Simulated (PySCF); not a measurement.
## How methods differ on the excitation energy of Cu⁺

Cu⁺ [Ar] 3d10 (1S) → Cu⁺ [Ar] 3d9 4p1 (high-spin determinant), as a difference of total energies. All numbers are calculated (PySCF 2.14, a scalar-relativistic core potential, in aug-cc-pVTZ-PP with ECP10MDF (6s6p5d3f2g, 88 functions)). Correlated levels: valence: 3s2 3p6 frozen. The calculations carry no spin-orbit coupling.

```json
{"method": "UHF", "excitation energy (cm⁻¹)": "47284"}
{"method": "LDA", "excitation energy (cm⁻¹)": "70726"}
{"method": "PBE", "excitation energy (cm⁻¹)": "65653"}
{"method": "PBE0", "excitation energy (cm⁻¹)": "62752"}
{"method": "r2SCAN", "excitation energy (cm⁻¹)": "61094"}
{"method": "HSE06", "excitation energy (cm⁻¹)": "62599"}
{"method": "r2SCANh", "excitation energy (cm⁻¹)": "60509"}
{"method": "PBEsol", "excitation energy (cm⁻¹)": "67230"}
{"method": "PW91", "excitation energy (cm⁻¹)": "65790"}
{"method": "MP2 (valence)", "excitation energy (cm⁻¹)": "72959"}
{"method": "SCS-MP2 (valence)", "excitation energy (cm⁻¹)": "70363"}
```

The determinant of the upper state mixes LS terms, which raises its energy above the lowest term, most at the Hartree-Fock and MP2 levels.
